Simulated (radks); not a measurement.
Problem. The mean radii <r> (bohr) of the occupied orbitals of an atom or ion are listed with their occupations. All-electron calculation, Dirac Kohn-Sham, LDA (Slater exchange, Perdew-Wang correlation), spin-unpolarised, spherical densities, finite nucleus; Fermi nuclear charge, rms radius of each element as measured or else 0.836 A^(1/3) + 0.57 fm. Program: a radial shooting solver on a logarithmic mesh with Libxc functionals.

orbital  occ.      <r>
1s1/2       2  0.02725
2s1/2       2   0.1168
2p1/2       2  0.09850
2p3/2       4   0.1042
3s1/2       2   0.3143
3p1/2       2   0.3043
3p3/2       4   0.3159
3d3/2       4   0.2866
3d5/2       6   0.2903
4s1/2       2   0.7393
4p1/2       2   0.7714
4p3/2       4   0.7997
4d3/2       4   0.9069
4d5/2       6   0.9179
5s1/2       2    1.782
5p1/2       1    1.983

Name the element and its charge. Open shells, if any, fill j = l - 1/2 first.

Solution. Z = 53, iodine, charge +4: I4+ in [Kr] 4d10 5s2 5p1. The 1s radius gives Z: for a bare nucleus <r> = (2 gamma + 1)/(2Z) with gamma = sqrt(1 - (Z/c)^2), 0.02683 bohr for Z = 53, and screening makes it slightly larger (0.02725 here). The occupations add up to 49, and the charge is Z minus that.
